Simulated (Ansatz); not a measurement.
Job for Ansatz (a program for electronic structure): R-SVWN5/def2-TZVPP on H2INSn (SMILES [NH2][Sn][I]), a point of a torsion scan. Elements past Kr take the def2 small-core potentials; no spin–orbit coupling.

Ansatz 0.2 input:
```yaml
crystal:
  periodic: [false, false, false]
  atoms:
    - {symbol: N, position_ang: [-0.97689961, 0.10254381, -0.14862989]}
    - {symbol: Sn, position_ang: [0.91133806, 0.94394117, -0.34215390]}
    - {symbol: I, position_ang: [0.82909503, 1.35798406, -3.02901579]}
    - {symbol: H, position_ang: [-1.30211559, -0.73731668, -0.60945025]}
    - {symbol: H, position_ang: [-1.39599376, 0.07423136, 0.77431325]}
basis:
  gaussian:
    orbitals: def2-TZVPP
hamiltonian:
  xc: {name: SVWN5}
scf: {lower_state_search: off}
```

It printed:

```
WARN ansatz: RAYON_NUM_THREADS=1 ignored (pool sized by the plan → 1); use --threads N
Functional definition: SVWN5
these checks for a lower state are left out or cut short: stability, starts, cluster_reference, orbital_swaps, neighbouring_geometries, increment
integrals: 0.07 GiB planned
1028 factors; their error is unknown
mean field: 0.51 GiB planned
mean field evaluation 1: about -15412.8730 eV, gradient 8.0e1 eV
mean field evaluation 2: about -15321.6267 eV, gradient 1.6e2 eV
mean field evaluation 4: about -15424.6292 eV, gradient 2.1e1 eV
mean field evaluation 8: about -15425.4538 eV, gradient 2.4e-1 eV
mean field evaluation 16: about -15425.4424 eV, gradient 1.8e-4 eV
mean field -15425.44241341 eV, -566.8745529525 hartree, gradient 2.7e-6 eV, S^2 0.000000; 0 other end points of the search recorded, 0 dependent functions left out
reference -15425.44244765 eV, -566.8745542106 hartree; 28, 28 occupied and 131, 131 virtual orbitals, 1028 factors
Total energy: -15425.44244765 eV, -566.8745542106 hartree
Checks for a lower state left out: stability, starts, cluster_reference, orbital_swaps, neighbouring_geometries, increment
```

Self-consistency was reached.

Cost: around 1.8 core-seconds (rough).
